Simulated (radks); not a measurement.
Valence configurations of Nd II (all share [Xe]). Method: Dirac Kohn-Sham, BLYP, spin-unpolarised, spherical densities, finite nucleus; open shells are shared between the two j in proportion to 2j + 1; Fermi nuclear charge, rms radius 4.9123 fm; computed with a radial shooting solver on a logarithmic mesh with Libxc functionals. Energies are relative to 4f4 6s1; eigenvalues in eV.

| valence | E (eV) | e(4f5/2) | e(4f7/2) | e(5d3/2) | e(5d5/2) | e(6p1/2) |
|---|---|---|---|---|---|---|
| 4f4 6s1 | 0.000 | -7.690 | -7.285 | - | - | - |
| 4f5 | 2.777 | -3.192 | -2.843 | - | - | - |
| 4f3 6s2 | 2.165 | -15.267 | -14.809 | - | - | - |
| 4f3.5 6s1 6p0.5 | 1.932 | -11.783 | -11.351 | - | - | -6.163 |
| 4f4 6p1 | 3.045 | -8.800 | -8.394 | - | - | -5.990 |
| 4f4 5d0.5 6s0.5 | 0.548 | -6.829 | -6.426 | -6.767 | -6.575 | - |
| 4f4 5d1 | 1.193 | -6.050 | -5.649 | -6.230 | -6.050 | - |
| 4f3 5d1 6s1 | 2.168 | -13.022 | -12.567 | -8.603 | -8.348 | - |
| 4f3 6s1 6p1 | 5.693 | -16.380 | -15.921 | - | - | -6.863 |
| 4f2.5 5d1 6s1 6p0.5 | 6.784 | -17.816 | -17.334 | -10.446 | -10.144 | -6.472 |

NIST lists [Xe] 4f4 6s1 as the ground configuration; this level of theory agrees among the configurations tried. The energies are those of spherical spin-averaged densities, not of single terms.
